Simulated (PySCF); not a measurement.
**Correlation energy of O(2+) (oxygen, charge +2)**

[He] 2s2 2p2, high-spin 3P determinant. Calculation: PySCF 2.14, in x2c-TZVPall; the spin-free X2C one-electron Hamiltonian (Gaussian nucleus). Frozen: 1s2; 4 electrons correlated.

MP2 pair energies summed by pair of shells (mhartree):

```
 pair  energy  share (%)
2s-2p  -44.54       60.7
2s-2s  -21.52       29.3
2p-2p   -7.36       10.0
```

Total MP2 correlation energy: -73.42 mhartree.

Same-spin part -12.48 and opposite-spin part -60.94 mhartree; SCS-MP2 scales them by 1/3 and 6/5 to -77.29 mhartree.

| level | correlation energy (mhartree) |
| --- | --- |
| CCSD | -95.21 |
| (T) | -1.28 |
| CCSD(T) | -96.49 |

Diagnostics: T1 = 0.0046, D1 = 0.0096, largest double amplitude 0.122.

Cost of the coupled-cluster step: 0.19 s of wall time on 1 thread of Intel(R) Xeon(R) 6975P-C (shared host), for 4 correlated electrons.

Iterations:

```
CC2 = 0
CCSD nocc = (np.int64(3), np.int64(1)), nmo = (30, 30)
frozen orbitals [[0], [0]]
max_cycle = 100
direct = 0
conv_tol = 1e-08
conv_tol_normt = 1e-06
diis_space = 8
diis_start_cycle = 0
Init t2, MP2 energy = -0.0734221777904784
Init E_corr(UCCSD) = -0.0734221777907377
cycle = 1  E_corr(UCCSD) = -0.0877266428032567  dE = -0.014304465  norm(t1,t2) = 0.036645
cycle = 2  E_corr(UCCSD) = -0.0920021758239997  dE = -0.00427553302  norm(t1,t2) = 0.016401
cycle = 3  E_corr(UCCSD) = -0.0952657668828276  dE = -0.00326359106  norm(t1,t2) = 0.00808672
cycle = 4  E_corr(UCCSD) = -0.0951935651757563  dE = 7.22017071e-05  norm(t1,t2) = 0.000796628
cycle = 5  E_corr(UCCSD) = -0.0952074746104838  dE = -1.39094347e-05  norm(t1,t2) = 9.42497e-05
cycle = 6  E_corr(UCCSD) = -0.0952043151586293  dE = 3.15945185e-06  norm(t1,t2) = 1.47707e-05
cycle = 7  E_corr(UCCSD) = -0.0952053956331513  dE = -1.08047452e-06  norm(t1,t2) = 3.24733e-06
cycle = 8  E_corr(UCCSD) = -0.0952051440160289  dE = 2.51617122e-07  norm(t1,t2) = 6.85039e-07
cycle = 9  E_corr(UCCSD) = -0.0952051598970262  dE = -1.58809973e-08  norm(t1,t2) = 7.83718e-08
cycle = 10  E_corr(UCCSD) = -0.0952051617335817  dE = -1.83655556e-09  norm(t1,t2) = 1.02783e-08
UCCSD converged
E(UCCSD) = -73.25129562290553  E_corr = -0.09520516173358172
UCCSD(T) correction = -0.00128260010623959
```
